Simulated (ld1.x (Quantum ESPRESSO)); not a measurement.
**Logarithmic derivatives: Sm, PAW**

| Item | Value |
| --- | --- |
| Element | samarium (Sm) |
| Generator | ld1.x (Quantum ESPRESSO) 7.5 |
| Type | PAW |
| Functional | PBE |
| Relativity | fully relativistic |
| Frozen core | [Kr] 4d10 |
| Valence charge | 16 |
| Reference configuration | 4f6 5s2 5p6 5d0 6s1 6p0 (charge +1) |
| Partial waves | 5s (bound): rcut 1.80, rcutus 2.10 bohr; 6s (bound): rcut 1.80, rcutus 2.10 bohr; 5p (bound): rcut 2.15, rcutus 2.55 bohr; 6p (bound, empty): rcut 2.15, rcutus 2.55 bohr; 5d (bound, empty): rcut 2.40, rcutus 3.35 bohr; 5d channel at 2.85 Ry: rcut 2.40, rcutus 3.35 bohr; 4f (bound): rcut 1.15, rcutus 1.60 bohr; 4f channel at 0.1 Ry: rcut 1.15, rcutus 1.60 bohr |
| Local potential | all-electron potential smoothed inside 2.05 bohr (lloc = -2) |
| Core correction | Bessel-smoothed model core, default radius (core density twice the valence density) |
| Augmentation charge | BESSEL, radius 1.30 bohr |

Open shells are filled in proportion to 2j + 1 (rel_dist='average').

The phase is arctan(r·u′/u) with u = r·R(r), unwrapped; energies in Ry, scanned from -6 to 5 Ry. A pole is an energy at which the radial function vanishes at the test radius. The pseudo phase is shifted by a multiple of π to meet the all-electron one at the reference energy, and phase errors are pseudo minus all-electron; the curves can meet again beyond the range given. Levels narrower than the energy grid can be missing from the lists of poles.

| channel | radius (bohr) | reference energy (Ry) | poles, all-electron | poles, pseudo | unbroken range about the reference energy with phases within 0.05 rad | phase error 1 Ry above the reference energy (rad) |
| --- | --- | --- | --- | --- | --- | --- |
| p1/2 | 3.64 | -0.41 | -2.31, 1.34 | -2.31, 1.25, 4.42 | below 2.0 | -0.007 |
| p3/2 | 3.64 | -0.38 | -2.04, 1.55 | -2.04, 0.88, 3.45 | below 0.0 | -0.093 |
| d3/2 | 3.64 | -0.54 | -0.21, 3.11 | -0.21, 3.11 | below 1.1 | -0.007 |
| d5/2 | 3.64 | -0.52 | -0.17, 3.17 | -0.18, 3.16 | below 1.1 | -0.007 |
| f5/2 | 3.64 | -0.65 | -0.64, 1.83 | -0.64, 1.83 | below 3.3 | +0.000 |
| f7/2 | 3.64 | -0.61 | -0.59, 1.84 | -0.59, 1.84 | below 3.3 | +0.000 |

The ghost test of this file was not conclusive.

Phases in the d5/2 channel:

| E (Ry) | all-electron | pseudo |
| --- | --- | --- |
| -6.00 | 1.454 | 1.454 |
| -5.48 | 1.448 | 1.448 |
| -4.96 | 1.441 | 1.441 |
| -4.44 | 1.432 | 1.432 |
| -3.92 | 1.422 | 1.422 |
| -3.40 | 1.409 | 1.409 |
| -2.88 | 1.392 | 1.391 |
| -2.36 | 1.367 | 1.367 |
| -1.84 | 1.328 | 1.327 |
| -1.32 | 1.245 | 1.244 |
| -0.80 | 0.841 | 0.838 |
| -0.28 | -1.485 | -1.486 |
| 0.24 | -1.756 | -1.760 |
| 0.76 | -2.024 | -2.039 |
| 1.28 | -3.362 | -3.425 |
| 1.80 | -4.400 | -4.405 |
| 2.32 | -4.593 | -4.594 |
| 2.84 | -4.676 | -4.676 |
| 3.36 | -4.732 | -4.732 |
| 3.88 | -4.782 | -4.784 |
| 4.40 | -4.846 | -4.853 |
| 4.92 | -4.967 | -5.002 |
